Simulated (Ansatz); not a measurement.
Consider the cleavage of the Si–Sn bond: `[CH3][SnH2][SiH2]N` + H–F → `N[SiH2]F` + `[CH3][SnH3]`.

Computed with Ansatz on PBE0-D4/def2-TZVP structures; ΔE is electronic, products minus reactants. CCSD(T)/CBS adds triple-zeta CCSD(T) − MP2 to the extrapolated MP2 energy (def2 sets, frozen cores). This one scheme is used for every species. DFT in def2-TZVPP. def2 core potentials past Kr. For Sn outer-core shells are correlated without core-valence functions, which leaves a few kJ/mol of doubt a bond. One conformer a species, not always the lowest.

```tsv
level	ΔE (eV)
ωB97M-V	-1.52
B2PLYP	-1.55
```

Q: What does CCSD(T)/CBS give? (Estimate.)

A: The calculation gave: -1.40 eV. The listed levels differ from it by -0.12, -0.15 eV.

Largest T1 diagnostic among the species: 0.012.

From PBE to PBE0 (25 % exact exchange), in def2-TZVPP and without D4, ΔE moves by −0.05 eV. In def2-TZVPP, CCSD(T) changes the Hartree–Fock value by +0.33 eV (the triples alone add +0.04 eV) and MP2 by +0.34 eV. The D4 term adds +0.10 eV with B3LYP and +0.06 eV with PBE0; it sums over pairs of atoms, weighted by their polarisabilities, and B3LYP, whose exchange is more repulsive, gets the larger term.

B3LYP here is the variant with VWN-RPA as its local correlation; programs differ in this.
